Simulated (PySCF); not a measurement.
**³¹P chemical shifts**

[PySCF: PBE0/pcSseg-1 with gauge-including orbitals; GFN2-xTB geometry; non-relativistic; gas phase; one conformer; averaged over atoms made equivalent by symmetry, fast rotation or ring inversion]

Shieldings were converted by a linear fit to measured shifts: ³¹P: δ = 270.09 − 0.828σ (rms 18.1 ppm, 64 shifts vs H3PO4, solution or neat liquid). Occasional misses reach two or three times the rms, and more in compound classes unlike the fitted ones.

(1) Give the ³¹P shifts of `CP1CCP(P)CC1`.

(2) Order these by ³¹P shift, lowest first.
A. F[Si@H](P)[Si](F)(F)F
B. C[P@@](=O)(O)c1ccoc1
C. Cc1cpc(F)cn1

Answers

(1) 
```
                                                compound                                            environment  δ (ppm)
[CH3:1][P:2]1[CH2:3][CH2:4][P:5]([PH2:6])[CH2:7][CH2:8]1     P2: phosphorus bonded to 3 C, in a 6-membered ring    -42.6
[CH3:1][P:2]1[CH2:3][CH2:4][P:5]([PH2:6])[CH2:7][CH2:8]1  P5: phosphorus bonded to 2 C, P, in a 6-membered ring    -52.2
[CH3:1][P:2]1[CH2:3][CH2:4][P:5]([PH2:6])[CH2:7][CH2:8]1                        P6: phosphorus bonded to P, 2 H   -187.1
```

(2) A (-219.6 ppm, phosphorus bonded to Si, 2 H), B (25.6 ppm, phosphorus bonded to 2 C, 2 O), C (181.9 ppm, phosphorus bonded to 2 C, in a 6-membered ring).
